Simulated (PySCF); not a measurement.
A PySCF script (with the pyscf-properties extension) for the NMR shieldings of `BB(Cl)BN`, B₃ClH₅N, on a GFN2-xTB geometry:

```python
import basis_set_exchange as bse
import numpy as np
from pyscf import gto, dft
from pyscf.prop import nmr

atoms = """
B     1.832181   -0.227937    0.449263
B     0.304279   -0.119195    0.972620
Cl   -0.259281    0.244380    2.571283
B    -0.868575   -0.408372   -0.206885
N    -1.353567    0.584381   -1.037830
H     2.394370    0.685304   -0.029744
H     2.399002   -1.251542    0.361167
H    -1.325910   -1.483527   -0.361942
H    -2.065418    0.437940   -1.735789
H    -1.048197    1.543223   -1.004672
"""
names = dict.fromkeys(["B", "Cl", "N", "H"], "pcSseg-1")
basis = {el: gto.basis.parse(bse.get_basis(n, elements=[el], fmt="nwchem")) for el, n in names.items()}
mol = gto.M(atom=atoms, basis=basis, charge=0, verbose=0)
mf = dft.RKS(mol, xc="PBE0")
mf.grids.level = 2
mf.grids.alignment = dft.numint.BLKSIZE   # the property module wants whole blocks of grid points
mf.conv_tol = 1e-9
mf.kernel()

calc = nmr.RKS(mf)   # GIAO
C = mf.mo_coeff
Co = C[:, mf.mo_occ > 0]
resp = mf.gen_response(singlet=True, hermi=2)
def vind(x):   # induced exchange potential for any number of trial vectors
    d = np.einsum("pi,xij,qj->xpq", C, 2 * x.reshape(-1, C.shape[1], Co.shape[1]), Co, optimize=True)
    return np.einsum("xpq,pi,qj->xij", resp(d - d.transpose(0, 2, 1)), C, Co, optimize=True).ravel()
mo1, _ = nmr.rhf.solve_mo1(calc, with_cphf=vind)
sigma = calc.kernel(mo1)
for i, s in enumerate(sigma):   # ppm
    w = np.linalg.eigvalsh((s + s.T) / 2)
    print("%2d %-2s iso %8.1f  s11 %8.1f  s22 %8.1f  s33 %8.1f" % (i, mol.atom_pure_symbol(i), w.mean(), *w))
```

Q: What are the results?

A: 
```
 0 B  iso      3.0  s11   -112.2  s22    -15.9  s33    137.1
 1 B  iso     -7.5  s11   -138.1  s22      1.3  s33    114.3
 2 Cl iso    628.4  s11    332.8  s22    406.2  s33   1146.2
 3 B  iso     56.4  s11      9.5  s22     37.3  s33    122.2
 4 N  iso    141.6  s11     34.7  s22    164.8  s33    225.4
 5 H  iso     22.2  s11     10.5  s22     26.2  s33     30.0
 6 H  iso     22.2  s11     11.0  s22     25.9  s33     29.7
 7 H  iso     26.1  s11     23.9  s22     26.6  s33     27.9
 8 H  iso     26.9  s11     23.2  s22     23.7  s33     33.9
 9 H  iso     27.5  s11     23.8  s22     25.7  s33     33.0
```

These numbers come from an equivalent density-fitted implementation of the same equations, which agrees with the script to about 0.01 ppm for H and up to a few tenths of a ppm for heavy atoms, so last digits may differ.

Size and cost of the density-fitted run: 117 basis functions, 12 s wall time on 1 thread of an Arm Neoverse V1, shared host; peak memory 0.52 GiB.
